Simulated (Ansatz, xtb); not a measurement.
Relative energy of two structures of AlFGaH5Si

Structure I: a singlet given by its coordinates. Structure II: a singlet given by its coordinates. Both are isolated molecules in the gas phase, relaxed with PBE0-D3(BJ)/pcseg-1.

I (Å):

```yaml
atoms:
  - { symbol: Al, position_ang: [-1.5153, 0.4721, -0.2246] }
  - { symbol: F, position_ang: [-0.4733, -0.7699, -1.0624] }
  - { symbol: Ga, position_ang: [-0.6638, 0.0457, -2.9825] }
  - { symbol: Si, position_ang: [-0.1002, 1.9497, 1.1214] }
  - { symbol: H, position_ang: [-2.8788, -0.2072, 0.2272] }
  - { symbol: H, position_ang: [-1.7179, 1.1849, -1.7723] }
  - { symbol: H, position_ang: [-0.8427, 3.1685, 1.5791] }
  - { symbol: H, position_ang: [0.4489, 1.2880, 2.3483] }
  - { symbol: H, position_ang: [1.0802, 2.4388, 0.3345] }
```

Close contacts (Å): Al1–F2 1.82, Al1–Ga3 2.92, Al1–Si4 2.45, F2–Ga3 2.09, Al1–H5 1.59, Al1–H6 1.72, Ga3–H6 1.97, Si4–H7 1.50, Si4–H8 1.50, Si4–H9 1.50.

II (Å):

```tsv
atom	x (Å)	y (Å)	z (Å)
Al	-0.9242	0.8210	-0.6246
F	-1.5174	-0.8179	-0.8351
Ga	-1.6131	0.0899	-3.0420
Si	-0.2374	1.6723	1.5546
H	-2.1324	1.5011	-1.5792
H	0.0698	0.7559	-1.9816
H	-1.3654	1.6445	2.5363
H	0.2251	3.0901	1.4330
H	0.8904	0.8735	2.1263
```

Close contacts (Å): Al1–F2 1.76, Al1–Ga3 2.62, Al1–Si4 2.44, Al1–H5 1.68, Al1–H6 1.68, Ga3–H5 2.10, Ga3–H6 2.10, Si4–H7 1.50, Si4–H8 1.50, Si4–H9 1.50.

Question: Estimate E(II) − E(I) at the level CCSD(T)/def2-SVP + ΔMP2/def2-TZVPP.

Answer: Calculated at CCSD(T)/def2-SVP + ΔMP2/def2-TZVPP: E(II) − E(I) = +10.1 kJ/mol, so structure I lies lower.

The same difference at several levels:

```
                             level             geometry  E(II) − E(I) (kJ/mol)  departure from the last row (kJ/mol)  job, with rough time for the two
               PBE0-D3(BJ)/pcseg-1  PBE0-D3(BJ)/pcseg-1                   +10.2                                  +0.1                optimisation, 56 s
                       HF/def2-SVP  PBE0-D3(BJ)/pcseg-1                   +30.3                                 +20.2           part of the CCSD(T) run
                      MP2/def2-SVP  PBE0-D3(BJ)/pcseg-1                   +23.1                                 +13.0           part of the CCSD(T) run
                  CCSD(T)/def2-SVP  PBE0-D3(BJ)/pcseg-1                   +23.1                                 +13.0                      single point
CCSD(T)/def2-SVP + ΔMP2/def2-TZVPP  PBE0-D3(BJ)/pcseg-1                   +10.1                                                      single point, 17 s
```

None of the levels shown reverses the order. The largest departure from CCSD(T)/def2-SVP + ΔMP2/def2-TZVPP is that of HF/def2-SVP, 20.2 kJ/mol. Levels run at GFN2-xTB geometries aren't shown. The last row adds to CCSD(T) the change of the MP2 difference between the two basis sets, here −13.0 kJ/mol, a large step that makes the value less sure.

With harmonic frequencies from PBE0-D3(BJ)/pcseg-1 (ideal gas, rigid rotor, one conformer each, 200 K, 1 atm): on the last row, ΔE + ΔZPE = +10.3 kJ/mol. A mode under 50 cm⁻¹ makes harmonic enthalpies and free energies unreliable, so none is given.

The correlated steps freeze 20 core orbitals; the filled d shell of Ga is correlated, in a basis made for valence electrons. Run with Ansatz 0.2.0; the last row on 2 threads of Intel(R) Xeon(R) 6975P-C (Granite Rapids) on a shared host.
